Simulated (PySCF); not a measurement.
# Electron correlation in Be (beryllium, neutral)

[He] 2s2, closed-shell 1S. All numbers are calculated (PySCF 2.14, the non-relativistic Hamiltonian (point nucleus), in aug-cc-pCVTZ). Frozen: 1s2; 2 electrons correlated.

With two correlated electrons CCSD is exact within the correlated space (frozen core and kept virtual orbitals).

| level | correlation energy (mhartree) |
| --- | --- |
| CCSD | -45.79 |

Diagnostics: T1 = 0.021, D1 = 0.0302, largest double amplitude 0.119.

**Question.** Is a single reference adequate?

**Answer.** Mostly. T1 lies below 0.03, but a double amplitude of this size points to a near-degeneracy that CCSD handles and MP2 describes poorly.
